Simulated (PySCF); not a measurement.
## 1-propanesulfonic acid (CCCS(=O)(=O)O, C₃H₈O₃S)

Molfile (atoms numbered from 1):
```
C3H8O3S
     RDKit          3D

 15 14  0  0  0  0  0  0  0  0999 V2000
   -1.8428    0.4129   -0.1974 C   0  0  0  0  0  0  0  0  0  0  0  0
   -0.9419   -0.7986   -0.0154 C   0  0  0  0  0  0  0  0  0  0  0  0
    0.5022   -0.6037   -0.4556 C   0  0  0  0  0  0  0  0  0  0  0  0
    1.3693    0.5824    0.5606 S   0  0  0  0  0  6  0  0  0  0  0  0
    0.9361    1.9244    0.2360 O   0  0  0  0  0  0  0  0  0  0  0  0
    1.3959    0.1055    1.9360 O   0  0  0  0  0  0  0  0  0  0  0  0
    2.8800    0.4062   -0.0241 O   0  0  0  0  0  0  0  0  0  0  0  0
   -1.8467    0.7538   -1.2446 H   0  0  0  0  0  0  0  0  0  0  0  0
   -1.5151    1.2609    0.4198 H   0  0  0  0  0  0  0  0  0  0  0  0
   -2.8777    0.1658    0.0803 H   0  0  0  0  0  0  0  0  0  0  0  0
   -1.3321   -1.6496   -0.5976 H   0  0  0  0  0  0  0  0  0  0  0  0
   -0.9400   -1.1237    1.0379 H   0  0  0  0  0  0  0  0  0  0  0  0
    0.5929   -0.2322   -1.4878 H   0  0  0  0  0  0  0  0  0  0  0  0
    1.0842   -1.5312   -0.3576 H   0  0  0  0  0  0  0  0  0  0  0  0
    3.4175    0.0596    0.7050 H   0  0  0  0  0  0  0  0  0  0  0  0
  1  2  1  0
  2  3  1  0
  3  4  1  0
  4  5  2  0
  4  6  2  0
  4  7  1  0
  1  8  1  0
  1  9  1  0
  1 10  1  0
  2 11  1  0
  2 12  1  0
  3 13  1  0
  3 14  1  0
  7 15  1  0
M  END
```

Computed, not measured: quadratic response CAM-B3LYP/aug-cc-pVDZ first hyperpolarisability, Taylor convention, gas phase in PySCF. Geometry: PBE0-D3(BJ)/def2-SVP.

Question: Give the tensor of the static β(0;0,0) in the axes of these coordinates.

Answer: In au, Taylor convention; rows are the first index (the induced dipole):
```
     xx     yy     zz    xy    xz    yz
x  +1.5   -6.0   +4.0  +5.4  -5.8  -0.9
y  +5.4  +37.7   -1.1  -6.0  -0.9  +6.8
z  -5.8   +6.8  +41.9  -0.9  +4.0  -1.1
```
Norm of βᵢ = ⅓ Σⱼ (βᵢⱼⱼ + βⱼᵢⱼ + βⱼⱼᵢ): 60.0 au, hyper-Rayleigh value 25.0 au.
